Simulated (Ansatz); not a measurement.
Coupled-cluster diagnostics for Na₃Cl₂, Ansatz.

Geometry of the doublet (PBE0-D4/def2-SVP):

```xyz
5

Na    2.9992   -0.0503    0.9811
Na    0.2691    1.3601   -0.4773
Na   -1.7603   -1.2408   -0.0856
Cl   -2.0539    0.8620   -1.3722
Cl    0.5459   -0.9309    0.9540
```

Correlated methods freeze 13 core orbitals; core or outer-core shells of Na are correlated, in sets that lack core-valence functions. The structure comes from a short search, and lower isomers may exist.

Problem. Estimate the CCSD(T) correlation energy, the shares of MP2 and (T), T1 and the reference's ⟨S²⟩ for: charge 0, doublet, own geometry in def2-SVP; and the rough time on 4 threads of Arm Neoverse V2 on a shared host.

Solution. 
```tsv
state	basis	correlation (eV)	MP2 share (%)	(T) share (%)	T1	⟨S²⟩ (pure)	wall time
charge 0, doublet, own geometry	def2-SVP	-8.605	90.7	1.5	0.006	0.75 (0.75)	7 s
```
Customary marks for T1 are 0.02 (closed shells), 0.045 (open shells) and about 0.05 (3d metals). T1 stays under 0.02 throughout.
